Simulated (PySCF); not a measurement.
# Excitation energy of Cl²⁺ by level of theory

Cl²⁺ [Ne] 3s2 3p3 (4S) → Cl²⁺ [Ne] 3s1 3p4 (4P), as a difference of total energies. Computed with PySCF 2.14 in dyall-acv3z, with the spin-free X2C one-electron Hamiltonian (Gaussian nucleus). Correlated levels: valence: [Ne] frozen; virtual orbitals above 40 to 60 times the deepest correlated orbital energy dropped. The calculations carry no spin-orbit coupling.

```
           method  excitation energy (cm⁻¹)
              UHF                    104990
    MP2 (valence)                    104650
SCS-MP2 (valence)                    104600
   CCSD (valence)                     99968
CCSD(T) (valence)                     98952
```

A first-order spin-orbit estimate (lowest level to lowest level, LS coupling) adds -0.047 eV.

The coupled-cluster amplitudes are large for the upper state (T1 above 0.03 or a double amplitude above 0.15), so a single reference is strained.
